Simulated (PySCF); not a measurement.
Rh (SMILES [Rh]), quartet (core potentials on Rh); PBE/def2-TZVP (PySCF).

PySCF was given this input:
```python
from pyscf import gto, scf, dft

mol = gto.M(
    atom='''
Rh    0.00000000    0.00000000    0.00000000
''',
    basis='def2-tzvp',
    ecp={'Rh': 'def2-tzvp'},
    spin=3,
    verbose=4,
)

mf = dft.UKS(mol)
mf.xc = 'pbe'
mf.kernel()
```

### Question
Write the output that PySCF gives for this input, abridged.

### Answer

```
PySCF version 2.14.0

[INPUT] verbose = 4
[INPUT] num. atoms = 1
[INPUT] num. electrons = 17
[INPUT] charge = 0
[INPUT] spin (= nelec alpha-beta = 2S) = 3
[INPUT] symmetry False subgroup None
[INPUT] Mole.unit = angstrom
[INPUT] Symbol           X                Y                Z      unit          X                Y                Z       unit  Magmom
[...]
nuclear repulsion = 0
number of shells = 14
number of NR pGTOs = 65
number of NR cGTOs = 40
basis = def2-tzvp
ecp = {'Rh': 'def2-tzvp'}

******** <class 'pyscf.dft.uks.UKS'> ********
method = UKS
initial guess = minao
damping factor = 0
level_shift factor = 0
DIIS = <class 'pyscf.scf.diis.CDIIS'>
diis_start_cycle = 1
diis_space = 8
diis_damp = 0
SCF conv_tol = 1e-09
SCF conv_tol_grad = None
SCF max_cycles = 50
direct_scf = True
direct_scf_tol = 1e-13
number electrons alpha = 10  beta = 7
XC library pyscf.dft.libxc version 7.1.2
    S. Lehtola, C. Steigemann, M. J. T. Oliveira, and M. A. L. Marques,  SoftwareX 7, 1–5 (2018)
XC functionals = pbe
    J. P. Perdew, K. Burke, and M. Ernzerhof,  Phys. Rev. Lett. 77, 3865 (1996)
    J. P. Perdew, K. Burke, and M. Ernzerhof,  Phys. Rev. Lett. 78, 1396 (1997)
    J. P. Perdew, K. Burke, and M. Ernzerhof,  Phys. Rev. Lett. 77, 3865 (1996)
    J. P. Perdew, K. Burke, and M. Ernzerhof,  Phys. Rev. Lett. 78, 1396 (1997)
radial grids:
    Treutler-Ahlrichs [JCP 102, 346 (1995); DOI:10.1063/1.469408] (M4) radial grids

becke partition: Becke, JCP 88, 2547 (1988); DOI:10.1063/1.454033
pruning grids: <function nwchem_prune>
grids dens level: 3
symmetrized grids: False
atomic radii adjust function: <function treutler_atomic_radii_adjust>
small_rho_cutoff = 0
Set gradient conv threshold to 3.16228e-05
tot grids = 22176
init E= -102.21997676481

cycle= 1 E= -109.994068730374  delta_E= -7.77  |g|= 1.18  |ddm|= 3.25

cycle= 2 E= -102.481821149125  delta_E= 7.51  |g|= 2.94  |ddm|= 3.62

cycle= 3 E= -110.375000754689  delta_E= -7.89  |g|= 0.494  |ddm|= 3.36
cycle= 4 E= -110.45235628673  delta_E= -0.0774  |g|= 0.263  |ddm|= 1.33
cycle= 5 E= -110.481704406832  delta_E= -0.0293  |g|= 0.141  |ddm|= 1.03
cycle= 6 E= -110.497810238689  delta_E= -0.0161  |g|= 0.033  |ddm|= 0.355
cycle= 7 E= -110.500891763303  delta_E= -0.00308  |g|= 0.0274  |ddm|= 0.182
cycle= 8 E= -110.501198725418  delta_E= -0.000307  |g|= 0.0242  |ddm|= 0.0256
cycle= 9 E= -110.501728322392  delta_E= -0.00053  |g|= 0.0133  |ddm|= 0.0719
[...]
cycle= 22 E= -110.501807409872  delta_E= 9.82e-07  |g|= 0.000386  |ddm|= 0.0157
cycle= 23 E= -110.501807240759  delta_E= 1.69e-07  |g|= 0.000386  |ddm|= 0.00314
cycle= 24 E= -110.501806560545  delta_E= 6.8e-07  |g|= 0.000499  |ddm|= 0.0119
cycle= 25 E= -110.501805707119  delta_E= 8.53e-07  |g|= 0.000559  |ddm|= 0.0193
cycle= 26 E= -110.501806788363  delta_E= -1.08e-06  |g|= 0.000302  |ddm|= 0.0211
cycle= 27 E= -110.501806244332  delta_E= 5.44e-07  |g|= 0.000271  |ddm|= 0.0127
cycle= 28 E= -110.501805898466  delta_E= 3.46e-07  |g|= 0.00032  |ddm|= 0.00844
cycle= 29 E= -110.501806163015  delta_E= -2.65e-07  |g|= 0.000226  |ddm|= 0.00555
cycle= 30 E= -110.501807173236  delta_E= -1.01e-06  |g|= 0.000112  |ddm|= 0.0218
cycle= 31 E= -110.501806612256  delta_E= 5.61e-07  |g|= 7.8e-05  |ddm|= 0.0122
cycle= 32 E= -110.501805865089  delta_E= 7.47e-07  |g|= 9.02e-05  |ddm|= 0.02
cycle= 33 E= -110.50180540706  delta_E= 4.58e-07  |g|= 0.000189  |ddm|= 0.0165
cycle= 34 E= -110.50180555217  delta_E= -1.45e-07  |g|= 0.000177  |ddm|= 0.00479
cycle= 35 E= -110.501805428488  delta_E= 1.24e-07  |g|= 0.000229  |ddm|= 0.00418
cycle= 36 E= -110.50180523744  delta_E= 1.91e-07  |g|= 0.00015  |ddm|= 0.0177
cycle= 37 E= -110.501805272979  delta_E= -3.55e-08  |g|= 0.000199  |ddm|= 0.00518
cycle= 38 E= -110.501805240186  delta_E= 3.28e-08  |g|= 8.58e-05  |ddm|= 0.00232
cycle= 39 E= -110.501804900969  delta_E= 3.39e-07  |g|= 0.000288  |ddm|= 0.0126
cycle= 40 E= -110.501805332586  delta_E= -4.32e-07  |g|= 2.88e-05  |ddm|= 0.0161
cycle= 41 E= -110.50180505307  delta_E= 2.8e-07  |g|= 5.45e-05  |ddm|= 0.0205
cycle= 42 E= -110.501804779491  delta_E= 2.74e-07  |g|= 0.000196  |ddm|= 0.0207
cycle= 43 E= -110.501804886527  delta_E= -1.07e-07  |g|= 4.31e-05  |ddm|= 0.0217
cycle= 44 E= -110.501804846187  delta_E= 4.03e-08  |g|= 5.53e-05  |ddm|= 0.00721
cycle= 45 E= -110.501804739476  delta_E= 1.07e-07  |g|= 0.000121  |ddm|= 0.0112
cycle= 46 E= -110.501804727054  delta_E= 1.24e-08  |g|= 5.71e-05  |ddm|= 0.00334
cycle= 47 E= -110.50180471886  delta_E= 8.19e-09  |g|= 2.83e-05  |ddm|= 0.00157
cycle= 48 E= -110.501804710278  delta_E= 8.58e-09  |g|= 2.23e-05  |ddm|= 0.00233
cycle= 49 E= -110.501804695938  delta_E= 1.43e-08  |g|= 9.29e-06  |ddm|= 0.00467
cycle= 50 E= -110.501804690517  delta_E= 5.42e-09  |g|= 1.07e-05  |ddm|= 0.00375
SCF not converged.
SCF energy = -110.501804690517 after 50 cycles  <S^2> = 3.7503763  2S+1 = 4.0001882
```

Convergence was not reached.
